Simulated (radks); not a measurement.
Task: The gold ion Au+, [Xe] 4f14 5d10. Calculated with a radial shooting solver on a logarithmic mesh with Libxc functionals: non-relativistic Kohn-Sham, PBE, spin-polarised, spherical densities, point nucleus. Every spin shell is full or empty, so the densities are truly spherical. Functionals are evaluated on that one density, not self-consistently. Rank these exchange functionals by their error against the exact value of the orbitals, and give that value: LDA, PBE, revPBE, PW91, AM05, SOGGA, B86b, TPSS, SCAN, Tao-Mo, MVS.

Result: Exact: -337.972 hartree. From best to worst, with 100 (|E| - |E exact|)/|E exact| (equal figures are ties): B86b +0.03, PW91 +0.07, SCAN +0.07, MVS +0.10, revPBE -0.23, PBE -0.32, TPSS -0.40, Tao-Mo -0.81, SOGGA -1.79, AM05 -3.60, LDA -3.80.
